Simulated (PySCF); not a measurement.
# One molecule, several mistakes: BClGeH3N

These are calculations, not measurements. They come from PySCF 2.14.0, an open-source quantum chemistry program, on an isolated molecule that a program drew, which may never have been made. The molecule is BClGeH3N (charge 0, singlet), drawn as the SMILES string `N[BH][Ge][Cl]`.

Each row is a Hartree-Fock (HF) and frozen-core CCSD(T) single point in the cc-pV(D+d)Z basis, meant for a local HF minimum. Run 1 is clean. Each other run has one planted mistake out of seven kinds, and not every kind appears here: one electron removed, one electron added, multiplicity raised by two, geometry at a saddle point, minimal basis STO-3G, one bond length entered in bohr, all coordinates scaled. The reference is restricted for singlets and unrestricted otherwise, and also for a bond in bohr. Adding or removing an electron swaps singlet and doublet. Electrons count all cores. HOMO and LUMO are orbital energies over both spins, the gradient is its largest component, and the lowest frequency (negative if imaginary) is given only where the gradient is small. Bond lengths are over the 6 bonds as drawn. T1 is the CCSD diagnostic: over 0.02 (restricted) or 0.045 (unrestricted) a single reference is doubtful. Germanium has the cc-pVDZ-PP basis, with a core potential (ECP10MDF) in place of its 10 inner electrons, and its 3s, 3p and 3d shells are frozen in CCSD(T).

Geometry of the clean run:
```xyz
7
BClGeH3N, angstrom
N     0.7942   -0.6813   -2.3517
B     0.8968   -0.7774   -0.9804
Ge   -0.6055    0.0883    0.3292
Cl   -1.9106    0.9113   -1.3115
H     1.4674   -1.0680   -2.9824
H     0.0317   -0.2135   -2.8014
H     1.8414   -1.3548   -0.5039
```

| run | electrons | basis functions | <S^2> | HOMO (eV) | LUMO (eV) | gradient (hartree/bohr) | lowest frequency (cm^-1) | mean bond (Å) | longest bond (Å) | T1 | HF (hartree) | CCSD(T) (hartree) | mistake |
|---|---|---|---|---|---|---|---|---|---|---|---|---|---|
| 1 | 64 | 89 | 0.000 | -8.48 | 0.07 | 2.2e-05 | 67 | 1.5017 | 2.252 | 0.0168 | -833.83027 | -834.35474 | no fault |
| 2 | 65 | 89 | 0.762 | -1.26 | 6.98 | 2.8e-02 | - | 1.5017 | 2.252 | 0.0162 | -833.85168 | -834.38010 | one electron added |
| 3 | 63 | 89 | 0.782 | -16.29 | -6.57 | 4.7e-02 | - | 1.5017 | 2.252 | 0.0247 | -833.55383 | -834.06099 | ? |
| 4 | 64 | 89 | 0.982 | -8.80 | -0.06 | 2.3e-02 | - | 1.6501 | 2.252 | 0.0706 | -833.68665 | -834.21518 | ? |

**Which mistake was planted in run 3, and what did it cost?**

It counts 63 electrons, one fewer than the clean run, at the same geometry and basis. So the mistake is: one electron removed. Subtracting run 1 and multiplying by 627.51 kcal/mol a hartree, the energy moved by 173.5 kcal/mol in HF and 184.3 kcal/mol in CCSD(T).

**Which mistake was planted in run 4, and what did it cost?**

The mean bond changes by a factor of 1.099 and the longest by 1.000, so the molecule wasn't scaled as a whole. A length L in bohr read as angstrom grows by (1/0.5292 - 1) L = 0.890 L. The 6 bonds together grew by 6 x 0.1484 = 0.890 Å, which gives L = 1.001 Å. That is the length of one of the H-N bonds, 1.000 Å in the clean geometry. So the mistake is: one bond length entered in bohr. Subtracting run 1 and multiplying by 627.51 kcal/mol a hartree, the energy moved by 90.1 kcal/mol in HF and 87.6 kcal/mol in CCSD(T).

Cautions from the logs. Run 4: T1 is over the limit, so its CCSD(T) energy is less reliable.
